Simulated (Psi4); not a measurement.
Pair of molecules: CH3F (SMILES CF) (first 5 atoms) with H2 (SMILES [H][H]); geometry from B3LYP-D3(BJ)/def2-TZVP, rigid monomers moved along the line of their centres of mass till F2···H6 is 3.55 Å.
(charge 0, multiplicity 1):
```xyz
7

C     -0.44483    -0.67094    -0.35147
F     -0.20249     0.62267     0.09831
H      0.10372    -0.82652    -1.28112
H     -0.10544    -1.37532     0.40876
H     -1.51572    -0.78802    -0.52143
H      0.40980     0.30896     3.58367
H      0.50016    -0.01727     4.24716
```

The numbers are results of Psi4 with SAPT0/jun-cc-pV(D+d)Z, not measurements.

**Question.** Which attractive term is largest, and how does the interaction split up?

**Answer.** electrostatics -0.15, exchange 0.02, induction -0.01, dispersion -0.06, total -0.20 kcal/mol; the largest attraction is electrostatics.
